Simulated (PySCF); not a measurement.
Radial density of B (boron, neutral)

M06-2X, [He] 2s2 3s1, 2S determinant (an excited configuration). All numbers are calculated (PySCF 2.14, scalar relativity by spin-free X2C-1e, in dyall-acv3z (15s9p4d2f, 76 functions)).

| r (bohr) | 4πr²ρ (e/bohr) | 4πr²(ρα − ρβ) |
| --- | --- | --- |
| 0.00429 | 0.01681 | 0.0001 |
| 0.00721 | 0.04580 | 0.0002 |
| 0.0121 | 0.1225 | 0.0004 |
| 0.0204 | 0.3174 | 0.0011 |
| 0.0343 | 0.7784 | 0.0026 |
| 0.0577 | 1.736 | 0.0058 |
| 0.0971 | 3.306 | 0.0107 |
| 0.163 | 4.871 | 0.0138 |
| 0.275 | 4.717 | 0.0086 |
| 0.462 | 2.322 | -0.0007 |
| 0.777 | 0.8275 | 0.0264 |
| 1.31 | 1.230 | 0.0549 |
| 2.20 | 0.7198 | -0.0042 |
| 3.70 | 0.2025 | 0.1145 |
| 6.22 | 0.1984 | 0.1977 |
| 10.5 | 0.01635 | 0.0163 |

Densities and radii are taken from the X2C orbitals without a picture-change correction, which distorts them close to the nucleus.

The outer electron is Rydberg-like, and this basis confines it to a smaller radius and binds it less than a complete one would.

(1) Where is the radial spin density 4πr²(ρα − ρβ) most negative, and why is it negative at all?

Results:

(1) Around r = 2.20 bohr, down to -0.0042 e/bohr: exchange with the open shell polarises the paired shells in an unrestricted calculation.
